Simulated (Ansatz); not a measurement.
def2 core potentials replace the inner electrons of Sn.

Species: C$_{5}$H$_{14}$O$_{3}$Sn, SMILES `C[CH2][Sn]([O]C)([O]C)[O]C` with one electron removed (charge 1, multiplicity 2).

**Question.** Give a relaxed geometry from PBE0-D3(BJ)/def2-SVP (Ansatz, a first-principles code).

**Answer.** Several could match; the one computed here: the end point of this relaxation, one of several conformers (outside a Z-matrix the atoms follow the SMILES, hydrogens last).
Bonded distances (Å): C1–C2 1.519, C1–H10 1.101, C1–H11 1.099, C1–H12 1.099, C2–Sn3 2.139, C2–H13 1.101, C2–H14 1.101, Sn3–O4 2.043, Sn3–O6 1.944, Sn3–O8 2.044, O4–C5 1.376, C5–H15 1.102, C5–H16 1.122, C5–H17 1.105, O6–C7 1.419, C7–H18 1.103, C7–H19 1.102, C7–H20 1.100, O8–C9 1.376, C9–H21 1.122, C9–H22 1.106, C9–H23 1.102. Angles (°): C2–C1–H10 108.3, C2–C1–H11 112.4, C2–C1–H12 112.4, H10–C1–H11 107.5, H10–C1–H12 107.5, H11–C1–H12 108.4, C1–C2–Sn3 110.4, C1–C2–H13 113.7, C1–C2–H14 113.7, Sn3–C2–H13 105.1, Sn3–C2–H14 105.1, H13–C2–H14 108.2, C2–Sn3–O4 111.3, C2–Sn3–O6 137.9, C2–Sn3–O8 111.4, O4–Sn3–O6 100.6, O4–Sn3–O8 79.7, O6–Sn3–O8 100.7, Sn3–O4–C5 124.7, O4–C5–H15 114.0, O4–C5–H16 109.9, O4–C5–H17 108.4, H15–C5–H16 108.0, H15–C5–H17 111.9, H16–C5–H17 104.1, Sn3–O6–C7 128.0, O6–C7–H18 112.4, O6–C7–H19 112.2, O6–C7–H20 106.9, H18–C7–H19 109.1, H18–C7–H20 108.0, H19–C7–H20 108.0, Sn3–O8–C9 124.7, O8–C9–H21 109.8, O8–C9–H22 108.5, O8–C9–H23 114.0, H21–C9–H22 104.1, H21–C9–H23 108.0, H22–C9–H23 112.0.
